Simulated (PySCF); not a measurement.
A structure optimised at PBE-D3(BJ)/def2-SVP, used in a PySCF frequency run:

```
In
O 1 2.0181
H 2 0.9778 1 107.70
O 1 2.0378 2 107.76 3 0.00
C 4 1.4059 1 122.16 2 180.00
H 5 1.1151 4 109.09 1 180.00
H 5 1.1196 6 106.32 4 -123.22
H 5 1.1196 6 106.32 7 -113.56
C 1 2.1424 2 126.76 3 180.00
C 9 1.3464 1 122.24 2 180.00
H 10 1.1031 9 122.94 1 0.00
H 9 1.1041 10 119.95 11 180.00
H 10 1.1060 11 115.67 9 180.00
```

### Question
Write its SMILES, formula and point group.

### Answer
C=[CH][In]([OH])[O]C, C3H7InO2, Cs

### Question
What are its rotational constants (standard atomic weights)?

### Answer
2.2860, 2.0229, 1.0807 GHz
